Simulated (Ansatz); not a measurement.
Isolated molecules relaxed with PBE0-D4/def2-TZVP in Ansatz; ΔE leaves out vibrations. CCSD(T)/CBS is the MP2 limit (def2-TZVPP, def2-QZVPP) plus CCSD(T) − MP2 in def2-TZVPP, frozen cores. Functionals use def2-TZVPP. HSE06 is defined as in plane-wave codes. Elements past krypton have def2 core potentials. For Te outer-core shells are correlated without core-valence functions, which leaves a few kJ/mol of doubt a bond. Each species was taken in one conformer, which may not be the lowest.

Reaction (formal exchange of groups at a Te–C bond): `FC(Cl)[TeH]` + `[SiH3]C=S` → `[SiH3][TeH]` + `FC(Cl)C=S`

`FC(Cl)[TeH]`:

```xyz
6

F    -1.329   -1.209   -0.172
C    -0.225   -0.431   -0.288
Cl    1.214   -1.388    0.051
Te   -0.501    1.248    1.058
H    -0.146   -0.082   -1.316
H     0.987    1.863    0.666
```

`[SiH3]C=S`:

Cartesian coordinates in Å:
```
Si 0.359 -0.709 -0.101
C -0.477 0.942 0.234
S -0.984 1.942 -0.922
H 0.465 -0.924 -1.561
H -0.445 -1.787 0.538
H 1.705 -0.699 0.534
H -0.622 1.234 1.279
```

`[SiH3][TeH]`:

```xyz
6

Si   -0.184    0.533    0.321
Te   -0.417   -1.371   -1.273
H     0.923    1.439   -0.073
H    -1.478    1.256    0.245
H     0.044    0.054    1.707
H     1.112   -1.911   -0.927
```

`FC(Cl)C=S`:

```xyz
7

F    -0.029   -0.707   -1.557
C     0.196   -0.555   -0.227
Cl   -0.845   -1.684    0.671
C    -0.173    0.831    0.195
S     0.784    1.778    1.059
H     1.231   -0.803    0.001
H    -1.165    1.140   -0.141
```

| level | ΔE (kJ/mol) | difference from CCSD(T)/CBS |
| --- | --- | --- |
| LDA (SPW92) | -106.7 | -10.2 |
| r2SCAN0-D4 | -108.9 | -12.4 |
| HSE06-D4 | -106.1 | -9.6 |
| ωB97X-V | -101.2 | -4.7 |
| ωB97M-V | -99.6 | -3.1 |
| PBE | -99.5 | -3.0 |
| revPBE | -97.1 | -0.6 |
| HSE06 | -106.4 | -9.9 |
| BHLYP | -104.0 | -7.5 |
| CAM-B3LYP | -99.3 | -2.8 |
| MP2/def2-SVP | -119.8 | -23.3 |
| CCSD(T)/def2-SVP | -116.1 | -19.6 |
| CCSD(T)/def2-TZVPP | -98.7 | -2.2 |
| HF/def2-QZVPP | -109.1 | -12.6 |
| MP2/def2-QZVPP | -101.4 | -4.9 |
| MP2/CBS(def2) | -101.0 | -4.5 |
| CCSD(T)/CBS | -96.5 | 0 |

Problem. What do rigid-rotor, harmonic-oscillator terms from PBE0-D4/def2-TZVP frequencies (298.15 K, 1 bar) make of the CCSD(T)/CBS value? (Estimate.)

Solution. Computed: ΔZPE = +4.4 kJ/mol, ΔH = -93.0 kJ/mol, ΔS = -9 J/(mol·K), ΔG = -90.2 kJ/mol.

Largest T1 diagnostic among the species: 0.015.

At CCSD(T), def2-SVP lies −19.6 kJ/mol from the extrapolated value and def2-TZVPP −2.2 kJ/mol. From BLYP to BHLYP (50 % exact exchange), in def2-TZVPP and without D4, ΔE moves by −14.1 kJ/mol. In def2-TZVPP, CCSD(T) changes the Hartree–Fock value by +11.8 kJ/mol (the triples alone add +1.6 kJ/mol) and MP2 by +7.4 kJ/mol.
